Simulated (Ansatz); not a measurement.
C4H5, charge -1, singlet, geometry from GFN2-xTB (a gas-phase anion, which may not be bound at this level). Base run: HF/def2-SVP run with Ansatz (a first-principles code).

Input for Ansatz:
Ansatz 0.2 input:
```yaml
crystal:
  periodic: [false, false, false]
  atoms:
    - {symbol: C, position_ang: [-0.01348128, 1.18155902, 0.44895058]}
    - {symbol: C, position_ang: [0.00640291, -1.09047136, 0.32460397]}
    - {symbol: C, position_ang: [0.75400431, 0.06221722, -0.26521490]}
    - {symbol: C, position_ang: [-0.75049844, 0.04972316, -0.27751056]}
    - {symbol: H, position_ang: [-0.01520664, 2.09591209, -0.26903994]}
    - {symbol: H, position_ang: [-0.00145211, -1.21255464, 1.40980063]}
    - {symbol: H, position_ang: [0.01870869, -2.05397794, -0.20208349]}
    - {symbol: H, position_ang: [1.39180994, -0.01229614, -1.15053042]}
    - {symbol: H, position_ang: [-1.37242485, -0.03525157, -1.17312134]}
basis:
  gaussian:
    orbitals: def2-SVP
hamiltonian:
  xc: hf
total_charge: -1
```

The base run was repeated with changes; each row names its change, and settings that it needs were set with it.

```tsv
change	ΔE vs base (mEh)
base	0.000
nuclear_model = gaussian	0.012
point_charge = charge:0.5 position_ang:4.1024, -1.562, -3.003	-44.882
lower_state_search = full	0.000
lower_state_search = off	0.000
fitting.mean_field = cc-pVTZ-JKFIT	0.024
forces = on	-0.009
fitting.mean_field = def2-universal-JKFIT	0.063
point_charge = charge:-1.0 position_ang:1.5495, -4.8365, 1.4433	88.732
point_charge = charge:1.0 position_ang:2.6829, 4.0755, -1.6931	-111.4
lower_state_search = light	0.000
```

A gas-phase anion may not be bound at this level; its values then depend on the basis.
